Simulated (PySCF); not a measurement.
Level of theory: PBE0-D3(BJ)/def2-TZVP (PySCF). Isolated molecules, 0 K electronic values unless said otherwise. 

Reference species (SMILES): `[I]` (neutral, multiplicity 2).

```yaml
dipole_moment: 0.00 D
```

Changed species: `[AlH][I]` (radical fragment; the reference has radical fragment).

Give the shifts of the dipole moment.

the dipole moment rises by 1.34 D, to 1.34 D.
